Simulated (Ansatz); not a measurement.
Reaction (hydrogenolysis of the Si–Si bond): `CN[SiH]([SiH3])Cl` + H₂ → `CN[SiH2]Cl` + SiH₄

Calculated with Ansatz (gas phase, PBE0-D4/def2-TZVP geometries, no zero-point term in ΔE). CCSD(T)/CBS is the MP2 limit (def2-TZVPP, def2-QZVPP) plus CCSD(T) − MP2 in def2-TZVPP, frozen cores. This one scheme is used for every species. Functionals use def2-TZVPP. HSE06 is defined as in plane-wave codes. One conformer a species, not always the lowest.

Task: Is it downhill or uphill in electronic energy at CCSD(T)/CBS, and by how much? (An estimate is asked.)

Result: Ansatz gave: Downhill: ΔE = -22.9 kJ/mol.

Task: What do these levels give: PBE-D4, revPBE-D4, r2SCAN-D4, r2SCAN0-D4, ωB97M-V, B2PLYP, HSE06, MP2/def2-SVP, HF/def2-TZVPP, CCSD/def2-TZVPP, SCS-MP2/def2-QZVPP, MP2/CBS(def2)? (An estimate is asked.)

Result: Ansatz gave: PBE-D4 -7.3, revPBE-D4 -4.4, r2SCAN-D4 -17.2, r2SCAN0-D4 -21.5, ωB97M-V -27.9, B2PLYP -33.1, HSE06 -22.2, MP2/def2-SVP -36.2, HF/def2-TZVPP -59.0, CCSD/def2-TZVPP -33.1, SCS-MP2/def2-QZVPP -32.0, MP2/CBS(def2) -22.2 kJ/mol.

Largest T1 diagnostic among the species: 0.011.

From BLYP to BHLYP (50 % exact exchange), in def2-TZVPP and without D4, ΔE moves by −10.0 kJ/mol. Leaving LDA and LC-ωPBE aside and taking each functional with its dispersion term where it has one, the values spread over 28.7 kJ/mol, from B2PLYP to revPBE-D4. LDA lies +4.6 kJ/mol from PBE without D4. The D4 term adds +14.2 kJ/mol with B3LYP and +8.1 kJ/mol with PBE0; it sums over pairs of atoms, weighted by their polarisabilities, and B3LYP, whose exchange is more repulsive, gets the larger term.

B3LYP here is the variant with VWN-RPA as its local correlation; programs differ in this.
